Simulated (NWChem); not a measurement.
System: CH$_{4}$ClFSi; SMILES [SiH2](Cl)CF

Here is an NWChem input.

```
start job
memory heap 200 mb stack 900 mb global 1100 mb
geometry units angstroms noautosym nocenter noautoz
  F      0.870314     1.962404    -0.266927
  C     -0.154095     1.488847     0.519865
  Si    -0.830958    -0.141478    -0.163241
  Cl     0.601399    -1.623086     0.002051
  H      0.207300     1.356874     1.555596
  H     -0.968435     2.237703     0.551618
  H     -1.187007     0.013458    -1.598837
  H     -2.023410    -0.533854     0.641233
end
basis spherical
  F library def2-svp
  C library def2-svp
  Si library def2-svp
  Cl library def2-svp
  H library def2-svp
end
dft
  xc xpbe96 cpbe96
  iterations 150
end
cosmo
  do_cosmo_smd true
  solvent octanol
end
task dft energy
```

Output (shortened):

```
             Northwest Computational Chemistry Package (NWChem) 7.3.0
             --------------------------------------------------------

                             Geometry "geometry" -> ""
                             -------------------------

 Output coordinates in angstroms (scale by  1.889725989 to convert to a.u.)

  No.       Tag          Charge          X              Y              Z
 ---- ---------------- ---------- -------------- -------------- --------------
    1 F                    9.0000     0.87031400     1.96240400    -0.26692700
    2 C                    6.0000    -0.15409500     1.48884700     0.51986500
    3 Si                  14.0000    -0.83095800    -0.14147800    -0.16324100
    4 Cl                  17.0000     0.60139900    -1.62308600     0.00205100
    5 H                    1.0000     0.20730000     1.35687400     1.55559600
    6 H                    1.0000    -0.96843500     2.23770300     0.55161800
    7 H                    1.0000    -1.18700700     0.01345800    -1.59883700
    8 H                    1.0000    -2.02341000    -0.53385400     0.64123300

 Effective nuclear repulsion energy (a.u.)     212.3976287078

  pbe96 is a nonlocal functional; adding pw91lda local functional.

                                 NWChem DFT Module
                                 -----------------

 Summary of "ao basis" -> "ao basis" (spherical)
 ------------------------------------------------------------------------------
       Tag                 Description            Shells   Functions and Types
 ---------------- ------------------------------  ------  ---------------------
 F                          def2-svp                 6       14   3s2p1d
 C                          def2-svp                 6       14   3s2p1d
 Si                         def2-svp                 8       18   4s3p1d
 Cl                         def2-svp                 8       18   4s3p1d
 H                          def2-svp                 3        5   2s1p

 in cosmo_initialize ...
 calling solv_data for solv:octanol

 solvent parameters
 solvname_short: octanol
 solvname_long:  1-octanol
 dielec:        9.8629
 dielecinf:     2.0435
 nonaqueous SMD model solvent descriptors
 dielec:        9.8629
 sola:          0.3700
 solb:          0.4800
 solc:          0.0000
 solg:         39.0100
 solh:          0.0000
 soln:          1.4295

[...]

                                COSMO-SMD solvation results
                                ---------------------------

             internal energy in gas <Psi(g)|H|Psi(g)> =      -889.238170655751
         internal energy in solvent <Psi(s)|H|Psi(s)> =      -889.237371172372
                               delta internal energy  =         0.000799483379 (    0.50 kcal/mol)
   total free energy in solvent <Psi(s)|H+V/2|Psi(s)> =      -889.242735894494
 polarization energy contribution <Psi(s)|V/2|Psi(s)> =        -0.005364722122 (   -3.37 kcal/mol)
    total free energy in solvent including G(SMD-CDS) =      -889.243230332344
                       G(SMD-CDS) energy contribution =        -0.000494437850 (   -0.31 kcal/mol)
     1 M fixed-concentration free energy of solvation =        -0.005059676593 (   -3.17 kcal/mol)

                       DFT Final Molecular Orbital Analysis
                       ------------------------------------

 Vector   23  Occ=2.000000D+00  E=-2.868967D-01
              MO Center=  3.6D-01,  1.6D+00,  1.8D-01, r^2= 2.2D+00
   Bfn.  Coefficient  Atom+Function         Bfn.  Coefficient  Atom+Function
  ----- ------------  ---------------      ----- ------------  ---------------
     4      0.346077  1 F  px                 6      0.326243  1 F  pz
    65      0.264917  5 H  s                  7     -0.246348  1 F  px
    70     -0.233130  6 H  s                  9     -0.230038  1 F  pz
     5     -0.213493  1 F  py                18      0.182208  2 C  px
    20      0.172461  2 C  pz                 8      0.150325  1 F  py

 Vector   24  Occ=2.000000D+00  E=-2.734165D-01
              MO Center= -4.4D-02, -1.2D+00, -1.3D-01, r^2= 2.9D+00
   Bfn.  Coefficient  Atom+Function         Bfn.  Coefficient  Atom+Function
  ----- ------------  ---------------      ----- ------------  ---------------
    59      0.507288  4 Cl pz                56      0.372265  4 Cl pz
    53      0.217074  4 Cl pz                75      0.206173  7 H  s
    80     -0.205868  8 H  s                 57     -0.190043  4 Cl px
    81     -0.172157  8 H  s                 76      0.170243  7 H  s
    54     -0.139177  4 Cl px                38     -0.133485  3 Si pz

 Vector   25  Occ=2.000000D+00  E=-2.507607D-01
              MO Center=  3.2D-02,  6.7D-01,  9.5D-02, r^2= 3.6D+00
   Bfn.  Coefficient  Atom+Function         Bfn.  Coefficient  Atom+Function
  ----- ------------  ---------------      ----- ------------  ---------------
     5      0.314782  1 F  py                19      0.288653  2 C  py
     8     -0.234574  1 F  py                58      0.226834  4 Cl py
     6      0.204768  1 F  pz                17     -0.183036  2 C  s
    37     -0.182013  3 Si py                55      0.170165  4 Cl py
    20      0.167266  2 C  pz                57      0.164109  4 Cl px

 Vector   26  Occ=0.000000D+00  E=-1.119764D-02
              MO Center= -6.8D-01, -1.8D-01, -1.9D-01, r^2= 3.5D+00
   Bfn.  Coefficient  Atom+Function         Bfn.  Coefficient  Atom+Function
  ----- ------------  ---------------      ----- ------------  ---------------
    40      0.761767  3 Si py                39     -0.687361  3 Si px
    50      0.520095  4 Cl s                 57     -0.401341  4 Cl px
    58      0.399393  4 Cl py                31     -0.376004  3 Si s
    17     -0.346621  2 C  s                 36     -0.231220  3 Si px
    37      0.222675  3 Si py                49      0.215415  4 Cl s

[...]
```

Level: PBE/def2-SVP, SMD on the gas-phase geometry. Geometry: optimised at PBE0/def2-SVP. Solvent: 1-octanol.
